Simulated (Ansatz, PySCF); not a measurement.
Process, species as SMILES: [SiH2]P -> [SiH2-]P (an electron is taken up)
Geometries: B3LYP-D3(BJ)/def2-TZVP minima from Ansatz (a quantum-chemistry and plane-wave program), one conformer each, not searched for the lowest.
Geometry of the first species:
```
Si
H 1 1.4892
H 1 1.4892 2 108.42
P 1 2.2575 2 108.18 3 -117.10
H 4 1.4177 1 96.32 2 -73.60
H 4 1.4177 5 94.78 1 96.92
```
Charge 0, spin multiplicity 2.

Quantity: adiabatic electron affinity (0 K, with B3LYP-D3(BJ) harmonic zero-point energies from PySCF), positive where the reaction releases energy, in eV. Valence correlation only, unless marked. UHF or UKS for open shells. No spin-orbit coupling. Non-relativistic. Anions need diffuse functions: aug- sets have them; def2-D sets add few; the other sets have none. CBS marks a two-point X^-3 extrapolation of the correlation energy; Hartree-Fock from the larger set. The bracket is a focal-point correction in the basis named.

| level | program | adiabatic electron affinity (eV) |
|---|---|---|
| HF-D3(BJ)/def2-TZVPD | PySCF + dftd3 | ? |
| BP86-D3(BJ)/def2-TZVPD | PySCF + dftd3 | 1.70 |
| M06-L-D4/def2-TZVPD | PySCF + dftd4 | ? |
| B3LYP-D3(BJ)/def2-TZVPD | Ansatz + dftd3 | 1.62 |
| PBE0/STO-3G | Ansatz | -3.14 |
| PBE0-D3(BJ)/def2-TZVP | Ansatz + dftd3 | ? |
| PW6B95/def2-TZVPD | PySCF | 1.59 |
| LC-wPBE-D4/def2-TZVPD | Ansatz + dftd4 | ? |
| B2GP-PLYP-D3(BJ)/def2-TZVPD | Ansatz + dftd3 | 1.49 |
| B2GP-PLYP-D4/def2-TZVPD | Ansatz + dftd4 | 1.51 |
| RPA@PBE/cc-pV(T+d)Z | Ansatz | 1.72 |
| SCS-MP2/cc-pV(T+d)Z | Ansatz | 1.38 |
| SCS-MP2/def2-TZVPPD | Ansatz | 1.49 |
| RI-MP2/CBS(aug-cc-pV(T+d)Z,aug-cc-pV(Q+d)Z)+[CCSD(T)-MP2]/aug-cc-pV(T+d)Z | Ansatz | 1.70 |

### Question
Complete the blanks.

### Answer

- HF-D3(BJ)/def2-TZVPD, adiabatic electron affinity (eV): 0.45
- M06-L-D4/def2-TZVPD, adiabatic electron affinity (eV): 1.44
- PBE0-D3(BJ)/def2-TZVP, adiabatic electron affinity (eV): 1.45
- LC-wPBE-D4/def2-TZVPD, adiabatic electron affinity (eV): 1.52
